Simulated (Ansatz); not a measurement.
Ansatz (a quantum-chemistry and plane-wave program) input:
A basis named .json is the Basis Set Exchange file of that set.

Ansatz 0.2 input:
```yaml
crystal:
  periodic: [false, false, false]
  atoms:
    - {symbol: Si, position_ang: [0.42026260, 0.05614427, -0.04957853]}
    - {symbol: C, position_ang: [-0.27068517, -1.26762061, -1.20238152]}
    - {symbol: C, position_ang: [-0.54858250, 1.65418182, -0.20549828]}
    - {symbol: O, position_ang: [0.23866081, -0.40043861, 1.54397354]}
    - {symbol: H, position_ang: [-0.18789263, -0.95033217, -2.24398020]}
    - {symbol: H, position_ang: [-1.32830473, -1.44105302, -0.97784580]}
    - {symbol: H, position_ang: [0.26053407, -2.21540135, -1.09881642]}
    - {symbol: H, position_ang: [-1.59784046, 1.47725409, 0.05158237]}
    - {symbol: H, position_ang: [-0.50397059, 2.03727031, -1.22655507]}
    - {symbol: H, position_ang: [-0.15840661, 2.41968653, 0.46599374]}
    - {symbol: H, position_ang: [0.63852415, -1.22930246, 1.81921125]}
basis:
  gaussian:
    orbitals: cc-pwCVTZ.json
magnetization: {spin_polarized: true, initial_magnetization: 1}
correlation: {method: ccsd_t, frozen_orbitals: {C: 0, H: 0, O: 0, Si: 1}}
```

Task: Which total energy does the run end on?

Result: -444.90333 Eh (CCSD(T,core; 1s of Na to Cl frozen)/cc-pwCVTZ).

It need not be the lowest isomer of its formula.
